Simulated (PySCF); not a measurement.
# SnH2: fields on a plane

All numbers come from PBE0/[Sn x2c-TZVPall, H x2c-TZVPall], spin-free X2C, density fitting, no spin–orbit coupling, PySCF.

The singlet minimum has Sn–H 1.774 Å (×2); H–Sn–H 90.4°.

The plane holds Sn1 at (0.00, 0.00), H2 at (1.77, 0.00), H3 at (-0.01, 1.77) Å. Columns run from x = -1.95 to 4.05 Å, rows from y = 4.05 (top) to -1.95 Å, in steps of 0.3 Å. Other isomers or separated fragments may lie lower.

**Question.** Give the highest occupied orbital (Å^-3/2) at -6.62 eV (cut at ±0.3; overall sign arbitrary). Lower edges of the bins (Å^-3/2): '0' -0.300, '1' -0.240, '2' -0.180, '3' -0.120, '4' -0.060, '5' 0.000, '6' 0.060, '7' 0.120, '8' 0.180, '9' 0.240; top 0.30.

**Answer.** 
```
555555555555555555555
555555555555555555555
555555555555555555555
555555555555555555555
555556666655555555555
555566776665555555555
555567888766555555555
555668999766655555555
445568999876665555555
444567999877666555555
444445778877766655555
433234556788877665555
322113324689998665555
321006542579998765555
320007553579998765555
320001763457887665555
321000001346666655555
321000001245555555555
332110012344555555555
433222222344455555555
443333333344455555555
```

**Question.** Give the electron localisation function (set to 0 where the density is under 0.005 e/Å³). Lower edges of the bins: '0' 0.000, '1' 0.100, '2' 0.200, '3' 0.300, '4' 0.400, '5' 0.500, '6' 0.600, '7' 0.700, '8' 0.800, '9' 0.900; top 1.00.

**Answer.** 
```
000000000000000000000
000000000000000000000
000000000000000000000
000089999700000000000
000899999970000000000
007999999994000000000
027999999994100000000
026999999983000000000
014899999961001000000
013689999731234400000
123454333333689970000
355422332137999997000
676325775239999999000
887337557339999999000
887437557339999999000
998525775249999999000
999742332258999998000
999975433446899980000
999998776533467700000
899999887521122000000
089999986410000000000
```
